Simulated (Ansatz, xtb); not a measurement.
## Relaxing a trial structure of C2HSe

The starting geometry of this gas-phase doublet has its atoms placed at random.

```xyz
4

C     1.3328   -0.5033    0.6133
C     0.1268    0.4231   -0.8929
Se   -1.7501   -0.0018    0.0546
H    -0.9486   -0.5509    1.1021
```

Q: One run relaxed it with r2SCAN-D4/def2-SVP. What is a likely outcome?

A: It ends as `[C]#C[SeH]`. Distances that change by over a tenth: C2–Se3 (2.15 → 1.78 Å). Contacts that close: C1–C2 (2.14 → 1.29 Å).

The energy falls by 5.98 eV over 17 steps:

| step | E − E(last) (eV) |
| --- | --- |
| 1 | 5.982 |
| 3 | 1.290 |
| 5 | 0.652 |
| 6 | 0.472 |
| 8 | 0.104 |
| 10 | 0.023 |
| 12 | 0.003 |
| 13 | 0.002 |
| 15 | 0.000 |
| 17 | 0.000 |

Final geometry (Å):

```tsv
atom	x (Å)	y (Å)	z (Å)
C	1.5559	-0.0850	-0.3220
C	0.3111	0.0853	-0.0497
Se	-1.4686	0.0039	-0.0404
H	-1.6374	-0.6371	1.2891
```

From the same start GFN2-xTB reaches the same bonding as this run.

From so rough a start the end depends on the optimiser's path, so another program may land elsewhere. The end wasn't checked by frequencies. Open shells are spin-unrestricted. Run with Ansatz 0.2.0, 77 s on 2 threads of Arm Neoverse V2, with other jobs on the host.
